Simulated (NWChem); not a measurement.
# Correlation energy of HGa

```
Ga
H 1 1.6914
```
Charge 0, spin multiplicity 1.

The numbers come from NWChem runs, not from measurements. All single points use one geometry, from B3LYP/def2-SVP, a minimum by its harmonic frequencies.

Basis set: def2-SVP. Each correlation energy counts from its own Hartree-Fock reference.

The Hamiltonian is non-relativistic. The correlated methods keep 9 core orbitals frozen. The structure started from a generated list of species. Coupled-cluster values serve here as a point of comparison, not as the truth.

### Question
One of these methods gave a correlation energy of -195.3 mHa. Which?
(A) CCSD
(B) MP2
(C) CR-CCSD[T]
(D) SCS-MP2

### Answer
B, MP2. The others give -185.7 (SCS-MP2), -207.7 (CR-CCSD[T]), -201.5 (CCSD).
